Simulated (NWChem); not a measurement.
# MnCl2, sextet; SMILES [Cl][Mn][Cl]

```xyz
3

Mn     0.0000     0.0000     0.0123
Cl     2.1914     0.0000    -0.0090
Cl    -2.1914     0.0000    -0.0090
```
Atoms are numbered in this order, from 1.

Program: NWChem. Spin-unrestricted. Medium grid unless said otherwise, to which SCAN and Minnesota functionals are sensitive. The geometry was optimised at B3LYP/6-31G* (spherical d), spin-unrestricted. No stability test was run on the SCF state.

For level M06-2X/def2-SVP:

```yaml
highest occupied level (eV): -9.66
lowest empty minus highest occupied level, either spin (eV): 6.83
```

Task: How do the values read with level B3LYP/def2-SVP instead?

Result: The highest occupied level (eV) is -7.80 and the lowest empty minus highest occupied level, either spin (eV) is 4.35.
